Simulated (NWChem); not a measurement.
Everything below was run with NWChem. System: germylsilane (H6GeSi), charge 0, spin multiplicity 1, at a geometry optimised with PBE0/def2-SVP. Level: TD-B3LYP/def2-SVP, VWN1-RPA local correlation.

Part of the output:

```
             Northwest Computational Chemistry Package (NWChem) 7.3.0
             --------------------------------------------------------

                                NWChem Input Module
                                -------------------

 Scaling coordinates for geometry "geometry" by  1.889725989
 (inverse scale =  0.529177249)

 Turning off AUTOSYM since
 SYMMETRY directive was detected!

                             Geometry "geometry" -> ""
                             -------------------------

 Output coordinates in angstroms (scale by  1.889725989 to convert to a.u.)

  No.       Tag          Charge          X              Y              Z
 ---- ---------------- ---------- -------------- -------------- --------------
    1 Si                  14.0000     0.06171800     1.60431900     0.00000000
    2 Ge                  32.0000    -0.02988700    -0.77701600     0.00000000
    3 H                    1.0000     0.78267500     2.09138200     1.21541200
    4 H                    1.0000     0.78267500     2.09138200    -1.21541200
    5 H                    1.0000    -1.32093300     2.17221600     0.00000000
    6 H                    1.0000    -0.77156600    -1.28920300     1.24949900
    7 H                    1.0000    -0.77156600    -1.28920300    -1.24949900
    8 H                    1.0000     1.39103100    -1.37253000     0.00000000

 Effective nuclear repulsion energy (a.u.)     172.4169138733

            Nuclear Dipole moment (a.u.)
            ----------------------------
        X                 Y               Z
 ---------------- ---------------- ----------------
    -0.0000302356    -0.0000037795     0.0000000000

      Symmetry information
      --------------------

 Group name             Cs
 Group number              2
 Group order               2
 No. of unique centers     6

      Symmetry unique atoms

     1    2    3    5    6    8


 Summary of "ao basis" -> "" (spherical)
 ------------------------------------------------------------------------------
       Tag                 Description            Shells   Functions and Types
 ---------------- ------------------------------  ------  ---------------------
 *                          def2-svp                  on all atoms

                                 NWChem DFT Module
                                 -----------------

 Summary of "ao basis" -> "ao basis" (spherical)
 ------------------------------------------------------------------------------
       Tag                 Description            Shells   Functions and Types
 ---------------- ------------------------------  ------  ---------------------
 Si                         def2-svp                 8       18   4s3p1d
 Ge                         def2-svp                12       32   5s4p3d
 H                          def2-svp                 3        5   2s1p

 Summary of "ao basis" -> "ao basis" (spherical)
 ------------------------------------------------------------------------------
       Tag                 Description            Shells   Functions and Types
 ---------------- ------------------------------  ------  ---------------------
 Si                         def2-svp                 8       18   4s3p1d
 Ge                         def2-svp                12       32   5s4p3d
 H                          def2-svp                 3        5   2s1p

      Symmetry analysis of basis
      --------------------------

        a'         53
        a"         27

            General Information
            -------------------
          SCF calculation type: DFT
          Wavefunction type:  closed shell.
          No. of atoms     :     8
          No. of electrons :    52
           Alpha electrons :    26
            Beta electrons :    26
          Charge           :     0
          Spin multiplicity:     1
          Use of symmetry is: off; symmetry adaption is: on
          Maximum number of iterations: 100
          AO basis - number of functions:    80
                     number of shells:    38
          Convergence on energy requested:  1.00D-06
          Convergence on density requested:  1.00D-05
          Convergence on gradient requested:  5.00D-04

              XC Information
[...]
     Magnetic Dipole                               0.0000000025
     Total Oscillator Strength                     0.0234885191

          sigma_e =   2.1854 Angstrom
          sigma_h =   1.8966 Angstrom
         |d_h->e| =   0.1084 Angstrom
            d_exc =   2.8065 Angstrom
            d_CD1 =   0.3972 Angstrom
            d_CD2 =  -1.9326 Angstrom
            d_CD3 =   2.9148 Angstrom
     Pearson C.C. =   0.0613

     Occ.   22  a'  ---  Virt.   30  a'   0.06996 X
     Occ.   22  a'  ---  Virt.   32  a'  -0.06051 X
     Occ.   23  a"  ---  Virt.   31  a"  -0.06050 X
     Occ.   24  a'  ---  Virt.   27  a'  -0.15323 X
     Occ.   24  a'  ---  Virt.   29  a'   0.11383 X
     Occ.   24  a'  ---  Virt.   30  a'  -0.06161 X
     Occ.   24  a'  ---  Virt.   33  a'   0.07337 X
     Occ.   25  a"  ---  Virt.   28  a"   0.15326 X
     Occ.   26  a'  ---  Virt.   27  a'  -0.95511 X
  ----------------------------------------------------------------------------
  Root   2 singlet a"             0.281315083 a.u.                7.6550 eV
  ----------------------------------------------------------------------------
     Transition Moments    X -0.00001   Y  0.00000   Z  0.35392
     Transition Moments   XX -0.00000  XY -0.00001  XZ -0.04357
     Transition Moments   YY  0.00000  YZ  0.36850  ZZ  0.00000
     Dipole Oscillator Strength                    0.0234913272
     Electric Quadrupole                           0.0000000163
     Magnetic Dipole                               0.0000000025
     Total Oscillator Strength                     0.0234913460

          sigma_e =   2.1854 Angstrom
          sigma_h =   1.8966 Angstrom
         |d_h->e| =   0.1083 Angstrom
            d_exc =   2.8065 Angstrom
            d_CD1 =   0.3972 Angstrom
            d_CD2 =  -1.9327 Angstrom
            d_CD3 =   2.9148 Angstrom
     Pearson C.C. =   0.0613

     Occ.   22  a'  ---  Virt.   31  a"   0.06050 X
     Occ.   23  a"  ---  Virt.   30  a'  -0.06997 X
     Occ.   23  a"  ---  Virt.   32  a'  -0.06049 X
     Occ.   24  a'  ---  Virt.   28  a"   0.15326 X
     Occ.   25  a"  ---  Virt.   27  a'   0.15329 X
     Occ.   25  a"  ---  Virt.   29  a'   0.11380 X
     Occ.   25  a"  ---  Virt.   30  a'  -0.06162 X
     Occ.   25  a"  ---  Virt.   33  a'   0.07337 X
     Occ.   26  a'  ---  Virt.   28  a"  -0.95510 X
  ----------------------------------------------------------------------------
  Root   3 singlet a'             0.304357442 a.u.                8.2820 eV
  ----------------------------------------------------------------------------
     Transition Moments    X -0.04876   Y -1.26650   Z -0.00000
     Transition Moments   XX  0.49553  XY -0.10350  XZ -0.00000
     Transition Moments   YY -2.19429  YZ -0.00000  ZZ  0.49946
     Dipole Oscillator Strength                    0.3259478278
     Electric Quadrupole                           0.0000003642
     Magnetic Dipole                               0.0000000000
     Total Oscillator Strength                     0.3259481920

          sigma_e =   2.3578 Angstrom
          sigma_h =   1.9410 Angstrom
         |d_h->e| =   0.0783 Angstrom
            d_exc =   3.0559 Angstrom
            d_CD1 =   0.4951 Angstrom
            d_CD2 =  -2.0710 Angstrom
            d_CD3 =   3.1342 Angstrom
     Pearson C.C. =  -0.0007

     Occ.   22  a'  ---  Virt.   32  a'   0.05029 X
     Occ.   23  a"  ---  Virt.   31  a"  -0.05028 X
     Occ.   24  a'  ---  Virt.   27  a'  -0.28692 X
     Occ.   25  a"  ---  Virt.   28  a"  -0.28696 X
     Occ.   26  a'  ---  Virt.   29  a'  -0.84977 X
     Occ.   26  a'  ---  Virt.   30  a'  -0.30900 X
     Occ.   26  a'  ---  Virt.   33  a'   0.06301 X
  ----------------------------------------------------------------------------
  Root   4 singlet a"             0.313606016 a.u.                8.5337 eV
  ----------------------------------------------------------------------------
     Transition Moments    X -0.00000   Y -0.00000   Z -0.00005
     Transition Moments   XX  0.00000  XY  0.00000  XZ -0.00004
     Transition Moments   YY  0.00000  YZ -0.00007  ZZ -0.00000
     Dipole Oscillator Strength                    0.0000000004
     Electric Quadrupole                           0.0000000000
     Magnetic Dipole                               0.0000001042
     Total Oscillator Strength                     0.0000001046

          sigma_e =   2.1476 Angstrom
          sigma_h =   2.1801 Angstrom
         |d_h->e| =   0.4231 Angstrom
            d_exc =   2.9863 Angstrom
            d_CD1 =   0.4556 Angstrom
            d_CD2 =  -1.7408 Angstrom
            d_CD3 =   3.4094 Angstrom
     Pearson C.C. =   0.0669

     Occ.   22  a'  ---  Virt.   31  a"  -0.06580 X
     Occ.   23  a"  ---  Virt.   32  a'  -0.06578 X
     Occ.   24  a'  ---  Virt.   28  a"  -0.70325 X
     Occ.   25  a"  ---  Virt.   27  a'   0.70334 X
  ----------------------------------------------------------------------------
  Root   5 singlet a'             0.317467014 a.u.                8.6387 eV
  ----------------------------------------------------------------------------
     Transition Moments    X  0.01839   Y  0.47830   Z -0.00000
     Transition Moments   XX  0.93967  XY -0.02656  XZ -0.00000
     Transition Moments   YY  0.25163  YZ -0.00000  ZZ  0.94108
     Dipole Oscillator Strength                    0.0484892858
     Electric Quadrupole                           0.0000000271
     Magnetic Dipole                               0.0000000000
     Total Oscillator Strength                     0.0484893129

          sigma_e =   2.4389 Angstrom
          sigma_h =   1.8489 Angstrom
         |d_h->e| =   0.3336 Angstrom
            d_exc =   3.1134 Angstrom
            d_CD1 =   0.9237 Angstrom
            d_CD2 =  -1.8103 Angstrom
            d_CD3 =   3.4470 Angstrom
     Pearson C.C. =  -0.0238

     Occ.   24  a'  ---  Virt.   27  a'   0.20750 X
     Occ.   25  a"  ---  Virt.   28  a"   0.20751 X
     Occ.   26  a'  ---  Virt.   29  a'   0.18978 X
     Occ.   26  a'  ---  Virt.   30  a'  -0.92821 X
     Occ.   26  a'  ---  Virt.   33  a'  -0.07275 X
  ----------------------------------------------------------------------------
  Root   6 singlet a'             0.325475584 a.u.                8.8566 eV
  ----------------------------------------------------------------------------
     Transition Moments    X -0.09430   Y  0.00346   Z -0.00000
     Transition Moments   XX  0.34751  XY -0.59281  XZ -0.00000
     Transition Moments   YY  0.04506  YZ -0.00000  ZZ -0.39266
     Dipole Oscillator Strength                    0.0019319704
     Electric Quadrupole                           0.0000000899
     Magnetic Dipole                               0.0000002929
     Total Oscillator Strength                     0.0019323533

          sigma_e =   2.2947 Angstrom
          sigma_h =   2.1351 Angstrom
         |d_h->e| =   0.5546 Angstrom
            d_exc =   3.2014 Angstrom
            d_CD1 =   0.7143 Angstrom
            d_CD2 =  -1.6603 Angstrom
            d_CD3 =   3.7560 Angstrom
     Pearson C.C. =  -0.0119

     Occ.   22  a'  ---  Virt.   30  a'  -0.05885 X
     Occ.   24  a'  ---  Virt.   27  a'  -0.32203 X
     Occ.   24  a'  ---  Virt.   29  a'   0.85678 X
     Occ.   24  a'  ---  Virt.   33  a'  -0.05406 X
     Occ.   25  a"  ---  Virt.   28  a"   0.32205 X
     Occ.   26  a'  ---  Virt.   27  a'   0.18694 X
     Occ.   26  a'  ---  Virt.   32  a'  -0.06777 X

              Target root =      1
          Target symmetry = none
      Ground state energy =  -2369.804960081271
        Excitation energy =      0.281314009542
     Excited state energy =  -2369.523646071728

  stored tddft:energy   -2369.5236460717283

 Task  times  cpu:       74.5s     wall:       74.5s

 Total times  cpu:       74.5s     wall:       74.5s
```

Task: Write an NWChem input that would produce this output.

Result: Several could match; the one computed here: 
```
start mol
memory heap 200 mb stack 900 mb global 1100 mb
geometry units angstroms nocenter noautoz
  Si     0.061718     1.604319     0.000000
  Ge    -0.029887    -0.777016     0.000000
  H      0.782675     2.091382     1.215412
  H      0.782675     2.091382    -1.215412
  H     -1.320933     2.172216     0.000000
  H     -0.771566    -1.289203     1.249499
  H     -0.771566    -1.289203    -1.249499
  H      1.391031    -1.372530     0.000000
  symmetry group Cs
end
basis spherical
  * library def2-svp
end
dft
  xc b3lyp
  semidirect memsize 60000000 filesize 0
  iterations 100
end
tddft
  rpa
  nroots 6
  notriplet
  thresh 1e-4
end
task tddft energy
```
